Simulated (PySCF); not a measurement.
Absolute configuration from chiroptical data

Method: PySCF 2.14.0, TDDFT B3LYP/def2-SVPD circular dichroism and optical rotation, one conformer, gas phase. Geometry: GFN2-xTB.

The calculation is non-relativistic, which matters for the atoms heavier than Zn. States above about 7.0 eV (minus the energy of the highest occupied orbital) lie near or above the ionisation threshold and depend on the basis. Singlets 11 and 12 lie within 0.01 eV of each other, so their separate moments and overlaps can depend on how they mix.

Values for one enantiomer of C2H4BrFSi, R in 10⁻⁴⁰ esu² cm² (velocity form):
| λ (nm) | f | R |
| --- | --- | --- |
| 250 | 0.001 | -0.3 |
| 208 | 0.029 | -0.8 |
| 200 | 0.062 | +57.9 |
| 197 | 0.070 | -53.5 |
| 188 | 0.031 | -6.7 |
| 182 | 0.003 | +15.1 |
| 182 | 0.013 | +4.6 |
| 180 | 0.008 | +14.3 |
| 176 | 0.009 | -5.6 |
| 166 | 0.009 | +0.9 |
| 165 | 0.003 | +10.5 |
| 165 | 0.013 | +13.7 |

[α] at 589.3 nm: +121 deg dm⁻¹ (g/mL)⁻¹ (origin-invariant length gauge).

(1) Which structure gives these signs?
A. F[C@@H]1C[Si@@H]1Br
B. F[C@H]1C[Si@H]1Br

Results:

(1) A. Its CIP labels in SMILES order are S, S; the other enantiomer gives every sign reversed.

Geometry of F[C@@H]1C[Si@@H]1Br as run:
```xyz
9

F    -0.642    1.098   -1.566
C    -0.396   -0.066   -0.888
C    -0.786   -0.052    0.602
Si    1.062   -0.218    0.307
Br    2.301    1.565    0.677
H    -0.758   -0.896   -1.488
H    -1.178    0.896    0.946
H    -1.398   -0.879    0.935
H     1.808   -1.442    0.450
```
